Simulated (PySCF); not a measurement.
C₄H₇F₄Si (doublet state).
Geometry (GFN2-xTB, Å), atoms numbered from 1 in this order:
```xyz
16
C4H7F4Si angstrom
C      1.852   -0.799   -0.101
C      1.088    0.506    0.058
C     -0.390    0.363    0.044
C     -1.192    1.605    0.239
F     -0.404    2.725    0.299
Si    -1.284   -1.223   -0.185
F     -1.022   -2.009   -1.544
F     -1.031   -2.352    0.909
F     -2.856   -0.981   -0.160
H      2.922   -0.609   -0.080
H      1.607   -1.276   -1.046
H      1.610   -1.488    0.705
H      1.377    1.205   -0.739
H      1.383    1.003    0.991
H     -1.762    1.575    1.179
H     -1.905    1.763   -0.581
```

The hyperfine couplings belong to this conformer and change with its torsions.

Identity: `CC[C](CF)[Si](F)(F)F` [radical].

Method used: PySCF, UKS B3LYP, pcH-1 on C F H Si, non-relativistic, mean-field spin-orbit, GIAO. Isolated species at its GFN2-xTB geometry (one conformer only). The geometry wasn't refined by DFT: couplings that depend on bond lengths, twists or pyramidal angles can differ widely from those at the functional's own minimum. No stability test was run, so a lower SCF solution isn't excluded.

What are g_iso and the isotropic 13C coupling of C3?

g_iso = 2.00259 and a = +76.28 MHz, or +2.722 mT (Mulliken spin population +0.94). 13C makes up about 1.07 % of the natural element, so this concerns labelled samples or satellites.

Take this nucleus alone (I = 1/2, g_N = 1.4048) with S = 1/2. Where do its 2 lines fall at 3.351 GHz to first order, to second order and exactly?

First order: B = B0 − a·mI with B0 = 119.556 mT. Second order subtracts a²[I(I+1) − mI²]/(2B0). The exact fields come from the Breit–Rabi levels of H = g μB B Sz − g_N μN B Iz + a S·I.

| mI | first order (mT) | second order (mT) | exact (mT) | exact − first order |
| --- | --- | --- | --- | --- |
| −1/2 | 120.917 | 120.901 | 120.902 | -0.015 |
| +1/2 | 118.195 | 118.180 | 118.180 | -0.016 |

What g and a would be read from the two outer exact lines by first-order rules?

Their midpoint, 119.541 mT, gives an apparent g of 2.00285 (true 2.00259), and their distance over 2I an apparent |a| of 2.722 mT (true 2.722).

What levels remain at zero field?

F = I ± 1/2 = 1 and 0, at a·I/2 = +19.1 MHz and −a(I+1)/2 = -57.2 MHz, that is |a|(I + 1/2) = 76.3 MHz apart; F = 0 lies lower.

Other couplings of abundant isotopes, left aside here: 2 × 1H 114 MHz, 2 × 1H 113 MHz, 3 × 19F 28 MHz, 1 × 19F 3 MHz, 3 × 1H 2 MHz.

Class means assume fast exchange of nuclei equivalent by connectivity; if that motion is slow, each nucleus keeps its own coupling. The three 19F nuclei of mean +28.2 MHz run from -4.4 to 45.1 MHz in the frozen geometry. The 1H value of +114.1 MHz is a mean of couplings from 106.2 to 122.0 MHz in this one geometry, not an average over conformers.
